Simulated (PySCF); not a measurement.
Simulated characterisation data

Theoretical values (PySCF): σ from GIAO-PBE0/pcSseg-1, GFN2-xTB structure. Non-relativistic, isolated molecule, rapidly exchanging positions averaged, one computed conformer.

Chemical shifts δ = σref − σ; ¹H, ¹³C against TMS, all at this level. Splittings of carbon signals by F and P are missing where no couplings were computed. Where no couplings were computed, multiplicities follow the n + 1 count of equivalent neighbours, and m marks all less simple cases (inequivalent or close neighbours, rings, F or P nearby). Shifts are as computed. Against solution values, carbons near 30 ppm lie about +3 ppm off and those near 130 ppm about +5 ppm. Of 1211 compounds with measured shifts, 218 miss one by over three times the rms of a fit or turn the order of signals round; such compounds aren't used in these exercises.

Compound 1 (C5H6F3NSi). ¹H NMR (400 MHz, computed): δ 5.27 (m, 1H), 3.14 (m, 1H), 2.43 (m, 2H), 1.88 (m, 2H). ¹³C{¹H} NMR (computed): δ 138.6, 128.7, 21.0, 20.1. Structure: `N#C[C@H]1C[Si@H](C(F)(F)F)C1`.

Compound 2 (CH12OSi5). ¹H NMR (400 MHz, computed): δ 6.75 (m, 1H), 5.07 (s, 3H), 4.81 (m, 1H), 4.35 (m, 2H), 4.06 (m, 2H), 0.63 (d, 3H). ¹³C{¹H} NMR (computed): δ -4.5. Structure: SMILES C[Si@H]1[SiH2][Si@@H](O[SiH3])[SiH2]1.
